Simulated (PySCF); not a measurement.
An element was calculated at PBE (PySCF 2.14, ECP, a triple-zeta basis, no spin-orbit coupling), in the ground configurations that NIST lists.

| Item | Value |
| --- | --- |
| first ionisation energy | 10.444 eV |
| second ionisation energy | 19.142 eV |
| third ionisation energy | 35.346 eV |
| polarisability of the atom | 33.7 bohr³ |

Task: Which element is it?

Result: Mercury (Hg, Z = 80), in def2-TZVPPD with the def2 core potential (60 electrons). NIST lists 10.438, 18.757, 34.49 ± 0.05 eV for these ionisation energies.
